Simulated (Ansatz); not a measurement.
Basis sets compared for GeF2. The state is a singlet with charge 0. Geometry PBE0-D4/def2-TZVP. Ansatz on 4 threads of Arm Neoverse V2 on a shared host; times are rough, and most runs start from earlier orbitals.

```xyz
3

Ge   -0.4964    0.2715    0.5215
F     1.0718   -0.4726    0.6985
F    -0.5754    0.2011   -1.2200
```

The 6-31G sets use Cartesian d functions. The structure comes from a short search, and lower isomers may exist.

Binding counts from free atoms (Ge triplet, F doublet) in the same basis, without a counterpoise term.

| level | functions | energy (Eh) | HOMO (eV) | LUMO (eV) | binding per atom (eV) | wall time |
| --- | --- | --- | --- | --- | --- | --- |
| HF/STO-3G | 28 | -2247.8197 | -7.07 | 5.12 | 1.91 | 0.1 s |
| HF/6-31G | 47 | -2273.9406 | -11.87 | 0.16 | 2.08 | 0.15 s |
| PBE-D4/def2-SVP | 60 | -2275.8466 | -7.42 | -3.16 | 3.86 | 0.3 s |
| PBE-D4/def2-TZVP | 110 | -2276.3667 | -7.64 | -3.34 | 3.87 | 0.5 s |
| r2SCAN-D4/def2-TZVP | 110 | -2276.7703 | -7.99 | -3.31 | 3.73 | 1.1 s |
| PBE0-D4/def2-SVP | 60 | -2275.8896 | -8.79 | -2.45 | 3.60 | 0.45 s |
| PBE0-D4/def2-TZVP | 110 | -2276.4087 | -8.94 | -2.58 | 3.64 | 0.65 s |

**Question.** Estimate the rows for PBE-D4/def2-TZVPD, r2SCAN-D4/def2-TZVPD, PBE0-D4/def2-TZVPD.

**Answer.** 
```
               level  functions  energy (Eh)  HOMO (eV)  LUMO (eV)  binding per atom (eV)  wall time
   PBE-D4/def2-TZVPD        134   -2276.3704      -7.75      -3.44                   3.88      0.7 s
r2SCAN-D4/def2-TZVPD        134   -2276.7730      -8.05      -3.36                   3.74      1.6 s
  PBE0-D4/def2-TZVPD        134   -2276.4117      -9.01      -2.65                   3.65      0.9 s
```
